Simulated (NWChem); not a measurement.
System meant: C2H4ClFSi; SMILES C=C[SiH](F)Cl

The following NWChem deck was run.

```
start job
memory heap 200 mb stack 900 mb global 1100 mb
geometry units angstroms noautoz
  Si     0.350320    -0.069581     0.342363
  F      1.925882    -0.368956     0.110003
  Cl    -0.666446    -1.689009    -0.417224
  C     -0.148643     1.472478    -0.540864
  C     -0.614420     2.533536     0.129101
  H      0.108166     0.028695     1.801703
  H     -0.071015     1.521237    -1.634185
  H     -0.714321     2.532134     1.221048
  H     -0.920373     3.455109    -0.378130
end
basis spherical
  * library def2-svp
end
dft
  xc pbe0
  iterations 4
  mulliken
end
task dft energy
```

End of the output:

```
    Atom       Charge   Shell Charges
 -----------   ------   -------------------------------------------------------
    1 Si  14    13.52   2.00  1.93  0.65  0.31  5.81  1.22  0.95  0.64
    2 F    9     9.21   1.98  1.02  0.77  3.21  2.23  0.01
    3 Cl  17    17.05   2.00  1.96  1.05  0.80  5.82  2.26  3.16  0.02
    4 C    6     6.22   1.97  0.63  0.35  1.88  1.34  0.06
    5 C    6     6.02   1.97  0.61  0.32  1.82  1.23  0.07
    6 H    1     1.10   0.65  0.42  0.02
    7 H    1     0.96   0.62  0.26  0.07
    8 H    1     0.97   0.63  0.27  0.07
    9 H    1     0.96   0.63  0.26  0.07

 center of mass
 --------------
 x =   0.05017832 y =  -0.16459778 z =  -0.02255181

 moments of inertia (a.u.)
 ------------------
         862.566980078623          -0.000000000000          -0.000000000000
          -0.000000000000         405.087765243423           0.000000000000
          -0.000000000000           0.000000000000        1158.408599097405

     Multipole analysis of the density
     ---------------------------------

     L   x y z        total         alpha         beta         nuclear
     -   - - -        -----         -----         ----         -------
     0   0 0 0     -0.000000    -28.000000    -28.000000     56.000000

     1   1 0 0     -0.402704     -0.201352     -0.201352      0.000000
     1   0 1 0      0.864127      0.432063      0.432063      0.000000
     1   0 0 1      0.148414      0.074207      0.074207      0.000000

     2   2 0 0    -34.763508   -103.424499   -103.424499    172.085490
     2   1 1 0     -1.189071      5.698394      5.698394    -12.585859
     2   1 0 1      0.813755     -1.067682     -1.067682      2.949118
     2   0 2 0    -30.120544   -233.637917   -233.637917    437.155291
     2   0 1 1     -0.024944      0.011910      0.011910     -0.048764
     2   0 0 2    -30.461802    -35.468769    -35.468769     40.475736

 ------------------------------------------------------------------------
 dft energy failed                                                                                  0
 ------------------------------------------------------------------------
 ------------------------------------------------------------------------
  current input line :
    22: task dft energy
 ------------------------------------------------------------------------
 ------------------------------------------------------------------------
 This type of error is most commonly associated with calculations not reaching convergence criteria
 ------------------------------------------------------------------------
 For more information see the NWChem manual at https://nwchemgit.github.io

0:dft energy failed:Received an Error in Communication
```

Task: What is wrong, and how is it mended?

Result: Convergence was not reached. Cause: the SCF was allowed too few iterations. This input runs:
```
start job
memory heap 200 mb stack 900 mb global 1100 mb
geometry units angstroms noautoz
  Si     0.350320    -0.069581     0.342363
  F      1.925882    -0.368956     0.110003
  Cl    -0.666446    -1.689009    -0.417224
  C     -0.148643     1.472478    -0.540864
  C     -0.614420     2.533536     0.129101
  H      0.108166     0.028695     1.801703
  H     -0.071015     1.521237    -1.634185
  H     -0.714321     2.532134     1.221048
  H     -0.920373     3.455109    -0.378130
end
basis spherical
  Si library def2-svp
  F library def2-svp
  Cl library def2-svp
  C library def2-svp
  H library def2-svp
end
dft
  xc pbe0
  iterations 150
  mulliken
end
task dft energy
```
It converges to -927.40716 Ha (PBE0/def2-SVP).
